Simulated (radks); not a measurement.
Initial-state core-level shifts of the praseodymium ion Pr+ when its valence configuration changes from [Xe] 4f3 6s1. All-electron calculation, non-relativistic Kohn-Sham, LDA (Slater exchange, Perdew-Wang correlation), spin-polarised, spherical densities, point nucleus; open shells are filled with parallel spins first (spin-orbit coupling, left out, can overturn this in heavy ions); relativity is left out, which matters for an element this heavy. Program: a radial shooting solver on a logarithmic mesh with Libxc functionals. Shifts are changes of the shell-averaged eigenvalues in eV (positive: less bound); the change of the density at the nucleus, which sets a Mossbauer isomer shift, is in e/bohr^3, on a base of 1.454e+05.

valence               2s       2p       3s       4d  density at nucleus
4f2 5d1 6s1       -7.814   -7.665   -8.889   -7.496               +8.93
4f2 5d1 6p1       -8.742   -8.592   -9.820   -8.426               +1.40
4f1 5d2 6s1      -16.671  -16.338  -19.053  -15.727              +19.20
4f0.5 5d2 6s1.5  -23.032  -22.592  -26.112  -21.592              +29.95
4f2.5 5d1 6s0.5   -2.504   -2.436   -3.038   -2.401               +0.04
4f2.5 6s1.5       -5.119   -5.048   -5.589   -4.969               +8.76
4f1 5d2 6p1      -17.578  -17.243  -19.966  -16.638              +10.90
4f3 6p1           -0.953   -0.953   -0.947   -0.956               -6.70
4f2 6s2          -10.719  -10.566  -11.726  -10.322              +19.00
